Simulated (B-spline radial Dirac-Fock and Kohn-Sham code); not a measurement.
Binding energies of P⁷⁺ at several levels of theory

System: phosphorus as P⁷⁺ in the configuration [He] 2s2 2p4.

The density-functional columns are spherical, spin-unpolarised Dirac-Kohn-Sham results without Breit or QED terms: −ε is minus the orbital energy of the initial state and ΔSCF the difference of two total energies. The reference in the last column comes from multi-electron Dirac-Fock with separately optimised hole states, Breit and Lamb-shift corrections added in first order. All numbers are from an atomic code on a B-spline grid, in eV; a selection of levels is shown. The Kohn-Sham columns are given as differences from the reference.

```tsv
level	PBE −ε − DF	PBE ΔSCF − DF	LDA −ε − DF	LDA ΔSCF − DF	Dirac-Fock
K	-80.7	+15.7	-89.2	+6.7	2363.2
L1	-24.6	-2.3	-25.7	-3.3	361.4
L2,3	-22.7	+2.1	-22.8	+1.9	314.3
```

Values without a named source are computed, but for edge energies of neutral atoms, which are taken from tables.
